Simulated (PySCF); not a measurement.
B(CF3)2(Me), C₃H₃BF₆, SMILES CB(C(F)(F)F)C(F)(F)F, singlet, PBE0/def2-SVP optimised geometry.

```
13

B     -0.09     0.11     0.00
C      1.52     0.11     0.00
F      1.91     0.00    -1.29
F      2.08    -0.90     0.68
F      2.04     1.25     0.48
C     -0.82    -1.32     0.08
F     -2.08    -1.29    -0.38
F     -0.87    -1.66     1.38
F     -0.18    -2.29    -0.57
C     -0.88     1.42     0.00
H     -0.33     2.29    -0.37
H     -1.07     1.62     1.08
H     -1.88     1.34    -0.47
```

Density from PBE0/def2-TZVP (PySCF) at that geometry.

Minimum of the electron density along straight lines between bonded atoms, close to the bond critical point (lines longer than 1.1 times the sum of covalent radii, or with two minima, are not listed):

```json
[
 {"bond": "B1–C2", "length / Å": "1.606", "ρ at the minimum / e bohr⁻³": "0.186", "∇²ρ there / e bohr⁻⁵": "-0.26", "position (fraction from the first atom)": "0.32"},
 {"bond": "C2–F3", "length / Å": "1.348", "ρ at the minimum / e bohr⁻³": "0.276", "∇²ρ there / e bohr⁻⁵": "-0.38", "position (fraction from the first atom)": "0.34"},
 {"bond": "C2–F4", "length / Å": "1.335", "ρ at the minimum / e bohr⁻³": "0.286", "∇²ρ there / e bohr⁻⁵": "-0.38", "position (fraction from the first atom)": "0.34"},
 {"bond": "C2–F5", "length / Å": "1.339", "ρ at the minimum / e bohr⁻³": "0.283", "∇²ρ there / e bohr⁻⁵": "-0.38", "position (fraction from the first atom)": "0.34"},
 {"bond": "B1–C6", "length / Å": "1.607", "ρ at the minimum / e bohr⁻³": "0.186", "∇²ρ there / e bohr⁻⁵": "-0.26", "position (fraction from the first atom)": "0.32"},
 {"bond": "C6–F7", "length / Å": "1.339", "ρ at the minimum / e bohr⁻³": "0.283", "∇²ρ there / e bohr⁻⁵": "-0.38", "position (fraction from the first atom)": "0.34"},
 {"bond": "C6–F8", "length / Å": "1.348", "ρ at the minimum / e bohr⁻³": "0.276", "∇²ρ there / e bohr⁻⁵": "-0.38", "position (fraction from the first atom)": "0.34"},
 {"bond": "C6–F9", "length / Å": "1.335", "ρ at the minimum / e bohr⁻³": "0.286", "∇²ρ there / e bohr⁻⁵": "-0.38", "position (fraction from the first atom)": "0.34"},
 {"bond": "B1–C10", "length / Å": "1.538", "ρ at the minimum / e bohr⁻³": "0.201", "∇²ρ there / e bohr⁻⁵": "-0.34", "position (fraction from the first atom)": "0.34"},
 {"bond": "C10–H11", "length / Å": "1.098", "ρ at the minimum / e bohr⁻³": "0.270", "∇²ρ there / e bohr⁻⁵": "-0.90", "position (fraction from the first atom)": "0.64"},
 {"bond": "C10–H12", "length / Å": "1.112", "ρ at the minimum / e bohr⁻³": "0.254", "∇²ρ there / e bohr⁻⁵": "-0.80", "position (fraction from the first atom)": "0.64"},
 {"bond": "C10–H13", "length / Å": "1.099", "ρ at the minimum / e bohr⁻³": "0.270", "∇²ρ there / e bohr⁻⁵": "-0.90", "position (fraction from the first atom)": "0.65"}
]
```
